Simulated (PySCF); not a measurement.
A structure optimised at PBE0-D3(BJ)/def2-TZVP, used in a PySCF frequency run:

```xyz
4

O     -0.0012     1.5745     0.0000
Si     0.0187     0.0852     0.0000
O     -0.0906    -1.4443     0.0000
H      0.4724    -2.2335     0.0000
```
Charge +1, spin multiplicity 1.

### Question
Write its SMILES, formula and point group.

### Answer
O=[Si]=[OH+], HO₂Si, Cs

### Question
What are its rotational constants (standard atomic weights)?

### Answer
1451.8, 6.4625, 6.4339 GHz
